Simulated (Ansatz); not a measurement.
`C[S][GaH2]` and `C[S][Au]` differ in one atom or group.

Ansatz, PBE0-D4/def2-TZVP geometries, multiplicity 1. 

Elements past krypton have def2 core potentials. Scalar relativity is left out up to krypton.

```
                                          property  `C[S][GaH2]`
           HOMO–LUMO gap (ωB97M-V/def2-TZVPP) / eV          9.60
             LUMO energy (ωB97M-V/def2-TZVPP) / eV          0.33
size of the dipole moment (ωB97M-V/def2-TZVPP) / D          1.38
  size of the dipole moment (B3LYP/def2-TZVPP) / D          1.38
    size of the dipole moment (PBE/def2-TZVPP) / D          1.37
             HOMO energy (ωB97M-V/def2-TZVPP) / eV         -9.27
```

(1) What does the change do to each property? (Best estimate.)

## Answers

(1) The calculation gave: 
```tsv
property	`C[S][Au]`	shift
HOMO–LUMO gap (ωB97M-V/def2-TZVPP) / eV	7.18	-2.42
LUMO energy (ωB97M-V/def2-TZVPP) / eV	-1.17	-1.50
size of the dipole moment (ωB97M-V/def2-TZVPP) / D	2.56	1.18
size of the dipole moment (B3LYP/def2-TZVPP) / D	1.93	0.55
size of the dipole moment (PBE/def2-TZVPP) / D	1.73	0.36
HOMO energy (ωB97M-V/def2-TZVPP) / eV	-8.35	0.92
```

With PBE0 the HOMO rises by 0.86 eV and the LUMO falls by 1.56 eV, so the gap narrows by about 2.42 eV. PBE moves the HOMO by 0.82 eV and ωB97M-V by 0.92 eV. Dipoles are sizes alone; their direction can turn.

B3LYP here is the variant with VWN-RPA as its local correlation; programs differ in this.
